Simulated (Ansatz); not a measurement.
`[CH3][In][OH]`, charge 0, multiplicity 2.

**Question.** Give a relaxed structure at PBE0-D4/def2-TZVP (Ansatz 0.2.0). (Estimate.)

**Answer.** The calculation gave: 
Cartesian coordinates in Å:
```
C 0.6605 0.9664 0.4851
In -0.3217 -0.1441 -1.1445
O -1.1618 -1.8381 -0.4545
H 0.2439 1.9712 0.5407
H 1.7308 1.0152 0.2878
H 0.4562 0.4054 1.3975
H -1.6078 -2.3760 -1.1122
```
Point group Cs.
